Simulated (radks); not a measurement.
Charge is removed step by step from the 5s down level of the osmium ion Os2+, starting from [Kr] 4d10 4f14 5s(up 1, down 1) 5p6 5d6. All-electron calculation, scalar-relativistic Kohn-Sham, PBE, spin-polarised, spherical densities, finite nucleus; open shells are filled with parallel spins first (spin-orbit coupling, left out, can overturn this in heavy ions); Fermi nuclear charge, rms radius 5.4126 fm. Program: a radial shooting solver on a logarithmic mesh with Libxc functionals.

| removed (e) | E - E(0) (eV) | eigenvalue (eV) | E minus straight line (eV) |
|---|---|---|---|
| 0 | 0.000 | -107.47 | 0.000 |
| 0.125 | 13.542 | -109.35 | -0.849 |
| 0.25 | 27.320 | -111.26 | -1.462 |
| 0.375 | 41.338 | -113.19 | -1.834 |
| 0.5 | 55.599 | -115.14 | -1.964 |
| 0.625 | 70.105 | -117.12 | -1.848 |
| 0.75 | 84.860 | -119.12 | -1.484 |
| 0.875 | 99.866 | -121.14 | -0.869 |
| 1 | 115.13 | -123.17 | 0.000 |

Removing the whole electron costs 115.13 eV by Delta-SCF, against 107.47 eV from minus the eigenvalue at the starting occupation. Slater's transition state (half an electron removed) gives 115.14 eV. Integrating minus the eigenvalue over the occupation (Janak's theorem) gives 115.20 eV. In this scalar-relativistic scheme the density is built from large components alone, so the theorem holds only approximately. The mean slope of the eigenvalue, de/dn, is 15.7 eV per electron.
